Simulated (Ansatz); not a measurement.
Two isomers of C2H7FOSi: A = `C[SiH](F)CO`, B = `CO[SiH2]CF`.

Computed with Ansatz on PBE0-D4/def2-TZVP structures; ΔE is electronic, products minus reactants. CBS: MP2 limit from def2 TZ/QZ plus the TZ coupled-cluster correction, frozen cores. DFT in def2-TZVPP. B3LYP here is the variant with VWN-RPA as its local correlation; programs differ in this. Each species was taken in one conformer, which may not be the lowest.

A:

Z-matrix (Å, degrees):
```
C
Si 1 1.855
H 1 1.093 2 111.3
H 1 1.092 2 110.9 3 120.6
H 1 1.094 2 110.4 3 -120.0
F 2 1.613 1 109.2 3 -60.4
C 2 1.879 1 113.4 3 56.0
H 2 1.485 1 111.8 3 -177.8
O 7 1.422 2 111.7 1 -170.4
H 7 1.095 2 109.9 1 71.4
H 7 1.101 2 110.8 1 -45.5
H 9 0.961 7 108.3 2 52.8
```

B:

```xyz
12

C     1.7514    0.7697   -0.0028
O     1.1044   -0.3177   -0.6291
Si   -0.2246   -1.0558   -0.0210
C    -1.7593    0.0421   -0.1247
F    -1.6029    1.1693    0.6840
H     2.7088    0.9280   -0.5013
H     1.9394    0.5674    1.0578
H     1.1557    1.6839   -0.0813
H    -0.0118   -1.4142    1.4090
H    -0.4656   -2.2617   -0.8510
H    -1.9410    0.3851   -1.1492
H    -2.6543   -0.4962    0.2096
```

Problem. Which is lower in electronic energy at CCSD(T)/CBS, and by how much? (An estimate is asked.)

Solution. The calculation gave: A, by 36.1 kcal/mol.

Problem. Give E(B) − E(A) in kcal/mol with B3LYP-D4, B3LYP, ωB97M-V, PBE0-D4, PBE-D4, CCSD(T)/def2-TZVPP, B2PLYP. (Estimate.)

Solution. Ansatz gave: B3LYP-D4 33.2, B3LYP 33.1, ωB97M-V 35.2, PBE0-D4 35.4, PBE-D4 34.8, CCSD(T)/def2-TZVPP 35.1, B2PLYP 34.3. None reverses the order clearly.

Largest T1 diagnostic: 0.011.

In def2-TZVPP, CCSD(T) changes the Hartree–Fock value by +4.2 kcal/mol (the triples alone add +0.3 kcal/mol) and MP2 by +6.2 kcal/mol.
